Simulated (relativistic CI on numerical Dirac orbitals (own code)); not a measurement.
Hyperfine structure of Tb3+, mass number 157

Computed by Dirac-Coulomb-Breit CI, KLI orbitals optimised for each configuration, model QED (radiative potential, 1s self-energy scaled to tabulated hydrogen-like ionisation energies), valence Slater integrals scaled by 0.85, P86 correlation energy added to each configuration (own radial code, finite nucleus).

Configurations in the expansion (outside the closed core [Kr] 4d10 5s2): 4f8 5p6, 4f7 5p6 6s, 4f9 5p5, 4f7 5p6 7s. The list is cut by size and lacks configurations that can hold low levels.

Nuclear spin I = 3/2, μ = 2.03 μN, Q = 1.4 b (tables of Stone and Pyykkö). The electronic factors are computed for point nuclear moments, without core polarisation; leaving it out makes A of s and p electrons in near-neutral atoms 20 to 40 % too small, and it can dominate for d and f shells.

| Level | E (cm⁻¹) | A (MHz) | B (MHz) |
| --- | --- | --- | --- |
| 4f8 5p6 7F_6 | 0.0 | 612.3 | 1950 |
| 4f8 5p6 7F_5 | 2052.1 | 521.2 | 954 |
| 4f8 5p6 7F_4 | 3283.8 | 493.9 | 207 |
| 4f8 5p6 7F_3 | 4257.5 | 466.1 | -314 |
| 4f8 5p6 7F_2 | 4939.6 | 450.6 | -589 |
| 4f8 5p6 7F_1 | 5392.7 | 440.3 | -561 |
| 4f8 5p6 5D_4 | 18712.4 | 577.9 | 415 |
| 4f8 5p6 5L_10 | 24138.1 | 982 | -43 |

Levels with J = 0, under 50 % of one LS term, or S terms without an open s electron are left out. Small factors come from cancelling terms and can be off by tens of per cent or more.

For a near-neutral ion this model can misplace configurations by up to about 10,000 cm⁻¹ (more where the count of f electrons changes) and terms by 10 to 25 % of their spread. Rates follow the energies as ν³ (E1, M1) or ν⁵ (E2), so they and the lifetimes can be off by large factors. The fine structure of a lone outer electron comes out too small, for d and f at times inverted, and misplaced configurations move strength between like terms. 6 of the 10 excited levels that our extract of the measured tables holds in this range could be paired (the sources list more); they are missed by 31 cm⁻¹ on average and 40 at most, and levels without a partner can miss by more. Some levels of the ground configuration have no partner and can miss by 10 % or more.

Problem. Give the hyperfine levels of 4f8 5p6 7F_6 relative to its centre of gravity.

Solution. With K = F(F + 1) − I(I + 1) − J(J + 1), E = AK/2 + B[¾K(K + 1) − I(I + 1)J(J + 1)]/[2I(2I − 1)J(2J − 1)]: F = 9/2: -5654, F = 11/2: -3504, F = 13/2: 187.9, F = 15/2: 5998 MHz.

LS names give the leading component of a level, which can be under half, so a name can repeat, a term be missing and a line seem to break the LS rules.
